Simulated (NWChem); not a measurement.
System: SiHBr, singlet; SMILES [SiH]Br

Parts of the log:

```
             Northwest Computational Chemistry Package (NWChem) 7.3.0
             --------------------------------------------------------

 CS  symmetry detected

                             Geometry "geometry" -> ""
                             -------------------------

 Output coordinates in angstroms (scale by  1.889725989 to convert to a.u.)

  No.       Tag          Charge          X              Y              Z
 ---- ---------------- ---------- -------------- -------------- --------------
    1 Si                  14.0000     0.07178784    -1.58560158     0.00000000
    2 H                    1.0000    -1.47322948    -1.73655409     0.00000000
    3 Br                  35.0000     0.01337714     0.68385646     0.00000000

 Effective nuclear repulsion energy (a.u.)     125.5099222956

      Symmetry information
      --------------------

 Group name             Cs
 Group number              2
 Group order               2
 No. of unique centers     3

  pbe96 is a nonlocal functional; adding pw91lda local functional.

                                 NWChem DFT Module
                                 -----------------

 Summary of "ao basis" -> "ao basis" (spherical)
 ------------------------------------------------------------------------------
       Tag                 Description            Shells   Functions and Types
 ---------------- ------------------------------  ------  ---------------------
 Si                        def2-tzvp                13       37   5s5p2d1f
 H                         def2-tzvp                 4        6   3s1p
 Br                        def2-tzvp                16       48   6s5p4d1f

      Symmetry analysis of basis
      --------------------------

        a'         62
        a"         29

            General Information
            -------------------
          SCF calculation type: DFT
          Wavefunction type:  closed shell.
          No. of atoms     :     3
          No. of electrons :    50
           Alpha electrons :    25
            Beta electrons :    25
          Charge           :     0
          Spin multiplicity:     1
          Use of symmetry is: on ; symmetry adaption is: on
          Maximum number of iterations: 150
          AO basis - number of functions:    91
                     number of shells:    33
          Convergence on energy requested:  1.00D-06
          Convergence on density requested:  1.00D-05
          Convergence on gradient requested:  5.00D-04

              XC Information
              --------------
          PerdewBurkeErnzerhof Exchange Functional  1.000
            Perdew 1991 LDA Correlation Functional  1.000 local
           PerdewBurkeErnz. Correlation Functional  1.000 non-local

             Grid Information
             ----------------
          Grid used for XC integration:  medium
          Radial quadrature: Mura-Knowles
          Angular quadrature: Lebedev.
          Tag              B.-S. Rad. Rad. Pts. Rad. Cut. Ang. Pts.
          ---              ---------- --------- --------- ---------
          Si                  1.10       88           9.0       590
          H                   0.35       45          10.0       434
          Br                  1.15      112          10.0       590
          Grid pruning is: on
          Number of quadrature shells:   245
          Spatial weights used:  Erf1

      Superposition of Atomic Density Guess
      -------------------------------------

 Sum of atomic energies:       -2861.73421977

      Non-variational initial energy
      ------------------------------

 Total energy =   -2861.872076
 1-e energy   =   -4233.482750
 2-e energy   =    1246.100752
 HOMO         =      -0.233222
 LUMO         =      -0.072427

      Symmetry analysis of molecular orbitals - initial
      -------------------------------------------------

  Numbering of irreducible representations:

     1 a'          2 a"

  Orbital symmetries:

     1 a'          2 a'          3 a'          4 a'          5 a'
     6 a"          7 a'          8 a'          9 a'         10 a"
    11 a'         12 a'         13 a'         14 a"         15 a'
    16 a'         17 a"         18 a'         19 a"         20 a'
    21 a'         22 a'         23 a"         24 a'         25 a'
    26 a"         27 a'         28 a'         29 a'         30 a'
    31 a"         32 a'         33 a'         34 a"         35 a'

     ---------------------------------------------
      Total Density - Mulliken Population Analysis
     ---------------------------------------------

    Atom       Charge   Shell Charges
 -----------   ------   -------------------------------------------------------
    1 Si  14    13.43   2.00  0.59  1.38  1.10  0.79  4.09  1.75  0.36  0.80  0.43  0.04  0.08  0.02
    2 H    1     1.14   0.23  0.58  0.32  0.01
    3 Br  35    35.43   2.00  2.00  1.16  0.78  1.01  0.98  6.00  5.94  1.30  2.94  1.29  8.98  1.02 -0.01  0.04  0.00

   convergence    iter        energy       DeltaE   RMS-Dens  Diis-err
 ---------------- ----- ----------------- --------- --------- ---------
 d= 0,ls=0.0,diis     1  -2863.6600672440 -2.99D+03  1.24D-02  1.02D+00
 d= 0,ls=0.0,diis     2  -2863.5087690421  1.51D-01  1.32D-02  1.25D+00
 d= 0,ls=0.0,diis     3  -2863.6442544512 -1.35D-01  5.68D-03  3.62D-01
 d= 0,ls=0.0,diis     4  -2863.7068430127 -6.26D-02  1.31D-03  5.07D-03
 d= 0,ls=0.0,diis     5  -2863.7071949759 -3.52D-04  4.88D-04  2.50D-03
  Resetting Diis
 d= 0,ls=0.0,diis     6  -2863.7075845720 -3.90D-04  9.16D-05  6.35D-05
 d= 0,ls=0.0,diis     7  -2863.7075961744 -1.16D-05  2.75D-05  3.23D-06
 d= 0,ls=0.0,diis     8  -2863.7075958952  2.79D-07  1.77D-05  4.34D-06
 d= 0,ls=0.0,diis     9  -2863.7075965890 -6.94D-07  4.43D-06  1.47D-07

         Total DFT energy =    -2863.707596588979
      One electron energy =    -4233.770075579973
           Coulomb energy =     1356.534172711569
    Exchange-Corr. energy =     -111.981616016127
 Nuclear repulsion energy =      125.509922295553

 Numeric. integr. density =       50.000004191793

                  Occupations of the irreducible representations
                  ----------------------------------------------

                     irrep           alpha         beta
                     --------     --------     --------
                     a'               19.0         19.0
                     a"                6.0          6.0

                       DFT Final Molecular Orbital Analysis
                       ------------------------------------

 Vector   23  Occ=2.000000D+00  E=-2.905059D-01  Symmetry=a"
              MO Center=  1.7D-02,  4.3D-01, -1.6D-14, r^2= 1.8D+00
   Bfn.  Coefficient  Atom+Function         Bfn.  Coefficient  Atom+Function
  ----- ------------  ---------------      ----- ------------  ---------------
    61      0.488327  3 Br pz                55     -0.338609  3 Br pz
    58      0.306124  3 Br pz                64      0.277912  3 Br pz
    17      0.149202  1 Si pz                52      0.103395  3 Br pz
    20      0.069779  1 Si pz                 8     -0.051986  1 Si pz
    14      0.045706  1 Si pz                27      0.038418  1 Si d -1

 Vector   24  Occ=2.000000D+00  E=-2.822680D-01  Symmetry=a'
              MO Center=  1.1D-01,  1.1D-01,  4.0D-16, r^2= 2.6D+00
   Bfn.  Coefficient  Atom+Function         Bfn.  Coefficient  Atom+Function
  ----- ------------  ---------------      ----- ------------  ---------------
    59      0.412185  3 Br px                53     -0.287787  3 Br px
    56      0.261362  3 Br px                62      0.238368  3 Br px
     5      0.207864  1 Si s                  4      0.206108  1 Si s
    60      0.199532  3 Br py                54     -0.141859  3 Br py
    16     -0.135654  1 Si py                57      0.129924  3 Br py

 Vector   25  Occ=2.000000D+00  E=-2.180125D-01  Symmetry=a'
              MO Center=  2.1D-03, -1.1D+00,  1.1D-16, r^2= 3.5D+00
   Bfn.  Coefficient  Atom+Function         Bfn.  Coefficient  Atom+Function
  ----- ------------  ---------------      ----- ------------  ---------------
     5      0.394991  1 Si s                  4      0.311818  1 Si s
    15      0.280780  1 Si px                59     -0.266465  3 Br px
    62     -0.199201  3 Br px                39     -0.197462  2 H  s
    40     -0.192824  2 H  s                 53      0.187264  3 Br px
     3     -0.181237  1 Si s                 56     -0.176018  3 Br px

 Vector   26  Occ=0.000000D+00  E=-1.444035D-01  Symmetry=a"
              MO Center=  3.2D-02, -1.4D+00,  3.6D-15, r^2= 3.1D+00
   Bfn.  Coefficient  Atom+Function         Bfn.  Coefficient  Atom+Function
  ----- ------------  ---------------      ----- ------------  ---------------
    17      0.521187  1 Si pz                20      0.449131  1 Si pz
    64     -0.201670  3 Br pz                61     -0.188205  3 Br pz
     8     -0.170557  1 Si pz                14      0.166946  1 Si pz
    55      0.135207  3 Br pz                58     -0.133098  3 Br pz
    11     -0.077472  1 Si pz                81     -0.041858  3 Br d -1

 Vector   27  Occ=0.000000D+00  E=-4.695981D-02  Symmetry=a'
              MO Center=  5.2D-02, -1.3D+00,  9.9D-16, r^2= 4.6D+00
   Bfn.  Coefficient  Atom+Function         Bfn.  Coefficient  Atom+Function
  ----- ------------  ---------------      ----- ------------  ---------------
    19      0.734037  1 Si py                49     -0.478770  3 Br s
    63      0.439242  3 Br py                16      0.415186  1 Si py
    60      0.226874  3 Br py                 5      0.220016  1 Si s
     4      0.192915  1 Si s                 48     -0.174625  3 Br s
    18      0.170303  1 Si px                57      0.169250  3 Br py

[...]
```

Level: PBE/def2-TZVP. Low-valent species are run as closed-shell singlets; no triplet was tried in these runs. Coordinates come from a PBE-D3(BJ)/def2-SVP optimisation.

Problem. Write an input that gives this output.

Solution. One answer among several that fit: the input that was run:
```
start job
memory heap 200 mb stack 900 mb global 1100 mb
geometry units angstroms noautoz
  Si     0.100618    -1.579925     0.000000
  H     -1.442655    -1.747775     0.000000
  Br     0.017377     0.688758     0.000000
end
basis spherical
  * library def2-tzvp
end
dft
  xc xpbe96 cpbe96
  iterations 150
  mulliken
end
task dft energy
```
